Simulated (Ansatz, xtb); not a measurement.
# C2H6In: 4 structures ranked

4 gas-phase structures of C2H6In, found in a search over its isomers (lower ones may exist). Each was relaxed with GFN2-xTB:

A. a doublet given by its coordinates
B. a doublet given by its coordinates
C. `[CH2][InH][CH3]`, a doublet
D. `[CH3][In][CH3]`, a doublet

A (Å):

```xyz
9

C     1.1583    0.0764    0.8890
C     1.5559    1.4076    1.4649
In    3.0605    0.7015    3.3014
H     0.5907    0.1937   -0.0407
H     2.0425   -0.5262    0.6664
H     0.5411   -0.4840    1.5941
H     0.7209    1.9742    1.8727
H     2.1374    2.0162    0.7742
H     3.5188   -1.2874    3.0576
```

Close contacts (Å): C1–C2 1.50, C2–In3 2.48, C1–H4 1.10, C1–H5 1.09, C1–H6 1.09, C2–H7 1.09, C2–H8 1.09, In3–H9 2.06.

B (Å):

```xyz
9

C     1.2163    0.7994   -1.3146
C     3.3536    2.2985    0.0259
In    1.0889    3.2043   -0.5892
H     1.3814    0.0966   -0.5083
H     0.1938    0.7356   -1.6850
H     1.9290    0.6541   -2.1172
H     3.9466    2.0135   -0.8340
H     3.7287    3.2197    0.4706
H     3.3136    1.5027    0.7591
```

Close contacts (Å): C1–In3 2.52, C2–In3 2.52, C1–H4 1.08, C1–H5 1.09, C1–H6 1.08, C2–H7 1.08, C2–H8 1.09, C2–H9 1.08.

**Question.** Estimate their order in r2SCAN-D4/def2-SVP energy at these geometries, lowest first.

**Answer.** Calculated order at r2SCAN-D4/def2-SVP: D (0.0), A (9.9), B (24.3), C (27.7) kcal/mol.

Energies above the lowest of each column, in kcal/mol; the last columns are at PBE0-D3(BJ)/def2-SVP geometries and were run for some of them only (a dash: not run or not comparable):

```csv
structure,GFN2-xTB,HF/STO-3G,r2SCAN-D4/def2-SVP,PBE0-D3(BJ)/def2-SVP,CCSD(T)/def2-SVP + ΔMP2/def2-TZVPP
D,7.3,5.2,0.0,0.0,0.0
A,0.0,35.9,9.9,5.7,9.9
B,20.6,57.4,24.3,–,–
C,58.5,0.0,27.7,–,–
```

CCSD(T)/def2-SVP + ΔMP2/def2-TZVPP puts D lowest of those it was run on; GFN2-xTB picks A, HF/STO-3G picks C. Some further structures that were screened fall inside this span and aren't listed. Flexible structures stand in one conformer each, not always the lowest. Frequencies (PBE0-D3(BJ)/def2-SVP) were run for A, D alone. The ΔMP2 step shifts differences by up to 4.1 kcal/mol, which makes them less sure. Open shells are spin-unrestricted, some with notable spin contamination. Atoms past krypton carry core potentials in the def2 sets, without spin–orbit terms. ΔMP2 is the change of the MP2 energy from the smaller to the larger basis.

Over these structures GFN2-xTB departs from r2SCAN-D4/def2-SVP by 12.9 kcal/mol on average once a common shift is removed. A GFN2-xTB relaxation took about 0.19 s and the r2SCAN-D4/def2-SVP energy about 4.4 s on a shared host (Ansatz 0.2.0, xtb 6.7.1).
